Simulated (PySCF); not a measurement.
All values below come from PBE-D3(BJ)/def2-TZVP // TPSS-D3(BJ)/def2-SVP (PySCF). All species are isolated molecules in the gas phase. One relaxed conformer stands for a flexible species; it need not be the lowest. 

Reference species: [Zn(NH2)(Cl)] (neutral, multiplicity 1).

| Item | Value |
|---|---|
| coordination number | 2 |
| mean distance from the central atom to its bonded neighbours | 1.971 Å |

Changed species: [Zn(NH2)(OH)] (Y = OH; the reference has Y = Cl).

Question: Give the shifts of the coordination number and mean distance from the central atom to its bonded neighbours.

Answer: the coordination number is nearly the same; the mean distance from the central atom to its bonded neighbours drops by 0.166 Å, to 1.805 Å.
